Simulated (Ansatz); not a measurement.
## Molecular dynamics of CHBFOSi, charge +1

Input file:

```yaml
crystal:
  periodic: [false, false, false]
  atoms:
    - { symbol: B, position_ang: [1.319902, -2.625734, 1.063225] }
    - { symbol: C, position_ang: [0.765967, -1.59966, -0.010304] }
    - { symbol: O, position_ang: [0.282634, -0.463442, 0.010704] }
    - { symbol: Si, position_ang: [-0.994116, 0.819399, -0.315551] }
    - { symbol: F, position_ang: [-0.670548, 1.525774, -1.745086] }
    - { symbol: H, position_ang: [-0.615191, 1.648014, 0.850299] }
total_charge: 1
basis:
  gaussian: { orbitals: def2-SVP }
hamiltonian:
  xc: pbe
  dispersion: d4
md:
  timestep: 0.5
  n_steps: 150
  ensemble: nve
  temperature: 500.0
  initial_velocities: maxwell_boltzmann
  seed: 58363
  masses: [{ species: H, mass: 2.014 }]
```

Command:

```bash
$ ansatz run input.yaml --threads 1 --pin off --max-ram 2048MiB --backend cpu --events-out ev --progress --plain --runs-dir out
```

It goes on from the last frame of an earlier run, with new velocities.

Output, in part (one step line in 3, the closing report, with atoms numbered from 0; the dipole of an ion depends on the origin):

```
md step     0: t =     0.00 fs  T =   500.0 K  F+E_penalty+E_count = -14339.10925721 eV  E_kin = 0.258520 eV  conserved = -14338.85073721 eV  (160 SCF iters)
md step     3: t =     1.50 fs  T =   444.3 K  F+E_penalty+E_count = -14339.08033014 eV  E_kin = 0.229701 eV  conserved = -14338.85062962 eV  (36 SCF iters)
md step     6: t =     3.00 fs  T =   348.1 K  F+E_penalty+E_count = -14339.03035614 eV  E_kin = 0.180003 eV  conserved = -14338.85035278 eV  (38 SCF iters)
md step     9: t =     4.50 fs  T =   283.6 K  F+E_penalty+E_count = -14338.99681317 eV  E_kin = 0.146637 eV  conserved = -14338.85017615 eV  (36 SCF iters)
md step    12: t =     6.00 fs  T =   295.6 K  F+E_penalty+E_count = -14339.00313305 eV  E_kin = 0.152854 eV  conserved = -14338.85027934 eV  (36 SCF iters)
md step    15: t =     7.50 fs  T =   358.5 K  F+E_penalty+E_count = -14339.03588480 eV  E_kin = 0.185349 eV  conserved = -14338.85053578 eV  (37 SCF iters)
md step    18: t =     9.00 fs  T =   405.1 K  F+E_penalty+E_count = -14339.06015999 eV  E_kin = 0.209457 eV  conserved = -14338.85070313 eV  (36 SCF iters)
md step    21: t =    10.50 fs  T =   388.2 K  F+E_penalty+E_count = -14339.05138420 eV  E_kin = 0.200713 eV  conserved = -14338.85067109 eV  (37 SCF iters)
md step    24: t =    12.00 fs  T =   311.0 K  F+E_penalty+E_count = -14339.01131888 eV  E_kin = 0.160818 eV  conserved = -14338.85050123 eV  (37 SCF iters)
md step    27: t =    13.50 fs  T =   215.0 K  F+E_penalty+E_count = -14338.96150266 eV  E_kin = 0.111189 eV  conserved = -14338.85031365 eV  (37 SCF iters)
md step    30: t =    15.00 fs  T =   148.9 K  F+E_penalty+E_count = -14338.92720498 eV  E_kin = 0.077006 eV  conserved = -14338.85019944 eV  (37 SCF iters)
md step    33: t =    16.50 fs  T =   143.1 K  F+E_penalty+E_count = -14338.92420633 eV  E_kin = 0.074004 eV  conserved = -14338.85020252 eV  (37 SCF iters)
md step    36: t =    18.00 fs  T =   196.6 K  F+E_penalty+E_count = -14338.95199260 eV  E_kin = 0.101662 eV  conserved = -14338.85033028 eV  (37 SCF iters)
md step    39: t =    19.50 fs  T =   275.2 K  F+E_penalty+E_count = -14338.99284453 eV  E_kin = 0.142299 eV  conserved = -14338.85054569 eV  (37 SCF iters)
md step    42: t =    21.00 fs  T =   323.5 K  F+E_penalty+E_count = -14339.01797757 eV  E_kin = 0.167240 eV  conserved = -14338.85073767 eV  (37 SCF iters)
md step    45: t =    22.50 fs  T =   295.8 K  F+E_penalty+E_count = -14339.00369830 eV  E_kin = 0.152963 eV  conserved = -14338.85073525 eV  (37 SCF iters)
md step    48: t =    24.00 fs  T =   199.5 K  F+E_penalty+E_count = -14338.95361700 eV  E_kin = 0.103151 eV  conserved = -14338.85046612 eV  (38 SCF iters)
md step    51: t =    25.50 fs  T =   106.6 K  F+E_penalty+E_count = -14338.90528948 eV  E_kin = 0.055136 eV  conserved = -14338.85015371 eV  (38 SCF iters)
md step    54: t =    27.00 fs  T =    96.0 K  F+E_penalty+E_count = -14338.89978150 eV  E_kin = 0.049643 eV  conserved = -14338.85013872 eV  (37 SCF iters)
md step    57: t =    28.50 fs  T =   171.7 K  F+E_penalty+E_count = -14338.93921682 eV  E_kin = 0.088794 eV  conserved = -14338.85042288 eV  (36 SCF iters)
md step    60: t =    30.00 fs  T =   262.0 K  F+E_penalty+E_count = -14338.98616458 eV  E_kin = 0.135475 eV  conserved = -14338.85068985 eV  (36 SCF iters)
md step    63: t =    31.50 fs  T =   294.8 K  F+E_penalty+E_count = -14339.00313772 eV  E_kin = 0.152410 eV  conserved = -14338.85072732 eV  (36 SCF iters)
md step    66: t =    33.00 fs  T =   254.0 K  F+E_penalty+E_count = -14338.98191163 eV  E_kin = 0.131338 eV  conserved = -14338.85057334 eV  (37 SCF iters)
md step    69: t =    34.50 fs  T =   175.3 K  F+E_penalty+E_count = -14338.94100709 eV  E_kin = 0.090638 eV  conserved = -14338.85036859 eV  (36 SCF iters)
md step    72: t =    36.00 fs  T =   111.1 K  F+E_penalty+E_count = -14338.90765560 eV  E_kin = 0.057435 eV  conserved = -14338.85022104 eV  (37 SCF iters)
md step    75: t =    37.50 fs  T =   100.8 K  F+E_penalty+E_count = -14338.90228616 eV  E_kin = 0.052105 eV  conserved = -14338.85018076 eV  (29 SCF iters)
md step    78: t =    39.00 fs  T =   155.2 K  F+E_penalty+E_count = -14338.93051942 eV  E_kin = 0.080258 eV  conserved = -14338.85026166 eV  (36 SCF iters)
md step    81: t =    40.50 fs  T =   252.4 K  F+E_penalty+E_count = -14338.98096821 eV  E_kin = 0.130521 eV  conserved = -14338.85044754 eV  (37 SCF iters)
md step    84: t =    42.00 fs  T =   343.3 K  F+E_penalty+E_count = -14339.02819305 eV  E_kin = 0.177524 eV  conserved = -14338.85066858 eV  (144 SCF iters)
md step    87: t =    43.50 fs  T =   372.9 K  F+E_penalty+E_count = -14339.04358667 eV  E_kin = 0.192811 eV  conserved = -14338.85077606 eV  (37 SCF iters)
md step    90: t =    45.00 fs  T =   319.3 K  F+E_penalty+E_count = -14339.01573491 eV  E_kin = 0.165114 eV  conserved = -14338.85062118 eV  (35 SCF iters)
md step    93: t =    46.50 fs  T =   228.1 K  F+E_penalty+E_count = -14338.96819763 eV  E_kin = 0.117924 eV  conserved = -14338.85027347 eV  (36 SCF iters)
md step    96: t =    48.00 fs  T =   188.3 K  F+E_penalty+E_count = -14338.94745557 eV  E_kin = 0.097371 eV  conserved = -14338.85008496 eV  (37 SCF iters)
md step    99: t =    49.50 fs  T =   247.0 K  F+E_penalty+E_count = -14338.97796955 eV  E_kin = 0.127698 eV  conserved = -14338.85027145 eV  (36 SCF iters)
md step   102: t =    51.00 fs  T =   358.0 K  F+E_penalty+E_count = -14339.03568176 eV  E_kin = 0.185076 eV  conserved = -14338.85060618 eV  (36 SCF iters)
md step   105: t =    52.50 fs  T =   434.7 K  F+E_penalty+E_count = -14339.07552234 eV  E_kin = 0.224759 eV  conserved = -14338.85076331 eV  (36 SCF iters)
md step   108: t =    54.00 fs  T =   431.2 K  F+E_penalty+E_count = -14339.07363365 eV  E_kin = 0.222958 eV  conserved = -14338.85067524 eV  (36 SCF iters)
md step   111: t =    55.50 fs  T =   364.7 K  F+E_penalty+E_count = -14339.03902023 eV  E_kin = 0.188551 eV  conserved = -14338.85046902 eV  (35 SCF iters)
md step   114: t =    57.00 fs  T =   286.7 K  F+E_penalty+E_count = -14338.99849430 eV  E_kin = 0.148213 eV  conserved = -14338.85028111 eV  (36 SCF iters)
md step   117: t =    58.50 fs  T =   246.8 K  F+E_penalty+E_count = -14338.97780860 eV  E_kin = 0.127620 eV  conserved = -14338.85018849 eV  (36 SCF iters)
md step   120: t =    60.00 fs  T =   270.3 K  F+E_penalty+E_count = -14338.98994984 eV  E_kin = 0.139730 eV  conserved = -14338.85021941 eV  (37 SCF iters)
md step   123: t =    61.50 fs  T =   348.4 K  F+E_penalty+E_count = -14339.03053219 eV  E_kin = 0.180162 eV  conserved = -14338.85037005 eV  (36 SCF iters)
md step   126: t =    63.00 fs  T =   441.1 K  F+E_penalty+E_count = -14339.07864891 eV  E_kin = 0.228056 eV  conserved = -14338.85059281 eV  (37 SCF iters)
md step   129: t =    64.50 fs  T =   490.9 K  F+E_penalty+E_count = -14339.10459596 eV  E_kin = 0.253828 eV  conserved = -14338.85076764 eV  (38 SCF iters)
md step   132: t =    66.00 fs  T =   457.5 K  F+E_penalty+E_count = -14339.08725158 eV  E_kin = 0.236528 eV  conserved = -14338.85072359 eV  (37 SCF iters)
md step   135: t =    67.50 fs  T =   358.7 K  F+E_penalty+E_count = -14339.03587008 eV  E_kin = 0.185457 eV  conserved = -14338.85041342 eV  (37 SCF iters)
md step   138: t =    69.00 fs  T =   277.0 K  F+E_penalty+E_count = -14338.99330979 eV  E_kin = 0.143209 eV  conserved = -14338.85010031 eV  (37 SCF iters)
md step   141: t =    70.50 fs  T =   290.6 K  F+E_penalty+E_count = -14339.00041047 eV  E_kin = 0.150270 eV  conserved = -14338.85014045 eV  (37 SCF iters)
md step   144: t =    72.00 fs  T =   389.8 K  F+E_penalty+E_count = -14339.05200288 eV  E_kin = 0.201517 eV  conserved = -14338.85048581 eV  (37 SCF iters)
md step   147: t =    73.50 fs  T =   487.3 K  F+E_penalty+E_count = -14339.10269070 eV  E_kin = 0.251931 eV  conserved = -14338.85075933 eV  (36 SCF iters)
md step   150: t =    75.00 fs  T =   509.1 K  F+E_penalty+E_count = -14339.11396069 eV  E_kin = 0.263205 eV  conserved = -14338.85075612 eV  (125 SCF iters)
Total energy: -14339.11399501 eV, -526.9527199160 hartree
Atom 0 at     1.071701    -2.669548     1.044923 Å, force    -0.027839     0.232259     0.006195 eV/Å
Atom 1 at     0.864679    -1.512416     0.001747 Å, force     0.226433     0.170729    -0.277436 eV/Å
Atom 2 at     0.423731    -0.371473    -0.069219 Å, force    -0.307747    -0.628405     0.307453 eV/Å
Atom 3 at    -0.987035     0.790824    -0.281457 Å, force     0.183785     0.356506    -0.092926 eV/Å
Atom 4 at    -0.714065     1.452357    -1.729124 Å, force    -0.025390    -0.065053     0.269216 eV/Å
Atom 5 at    -0.680794     1.723314     0.885545 Å, force    -0.049241    -0.066036    -0.212502 eV/Å
Dipole moment:     0.009360    -0.548205     0.511497 e Å
```

The run went to its last step. The conserved energy stayed within 0.12 meV per atom of its start (net change -0.0032 meV per atom), so the integration is sound. A run of 0.075 ps of so small a system gives no equilibrium averages.

The same pairs are bonded in the first frame and the last. Pairs count as bonded within 1.25 times the sum of covalent radii (0.12 Å more for H–H).

Last frame:

```xyz
6
Properties=species:S:1:pos:R:3
B 1.072 -2.670 1.045
C 0.865 -1.512 0.002
O 0.424 -0.371 -0.069
Si -0.987 0.791 -0.281
F -0.714 1.452 -1.729
H -0.681 1.723 0.885
```

Time of the run: 4.3 min on 1 thread of Arm Neoverse V2, with other jobs on the host, peak memory 0.12 GiB.
